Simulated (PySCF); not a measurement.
## Bromine: a sound run and one with changed settings

Sound run: Br [Ar] 3d10 4s2 4p5, Br⁺ [Ar] 3d10 4s2 4p4. Computed with PySCF 2.14 in def2-SVP, with the non-relativistic Hamiltonian (point nucleus). In the sound run the correlated levels freeze [Ar] 3d10. The sound run starts from symmetry-adapted Hartree-Fock orbitals and uses a fine grid where one is needed.

Changed run: basis STO-3G. This setting is unsound on purpose.

```tsv
species	method	sound run (hartree)	changed run (hartree)	converged
Br	UHF	-2572.08220	-2544.63678	yes
Br	M06-2X	-2573.84102	-2545.97225	yes
Br	r2SCAN	-2573.78794	-2546.03430	yes
Br	MP2	-2572.17971	-2544.63678	yes
Br⁺	UHF	-2571.68517	-2544.32459	yes
Br⁺	M06-2X	-2573.40857	-2545.61611	yes
Br⁺	r2SCAN	-2573.34991	-2545.67508	yes
Br⁺	MP2	-2571.76251	-2544.32459	yes
```

Ionisation energy of Br:

| method | sound run (eV) | changed run (eV) |
| --- | --- | --- |
| UHF | 10.804 | 8.495 |
| M06-2X | 11.768 | 9.691 |
| r2SCAN | 11.920 | 9.775 |
| MP2 | 11.353 | 8.495 |
| SCS-MP2 | 11.334 | 8.495 |

A minimal basis cannot let orbitals breathe on ionisation and holds almost no correlation.

For comparison, NIST gives 11.814 eV between the lowest levels.
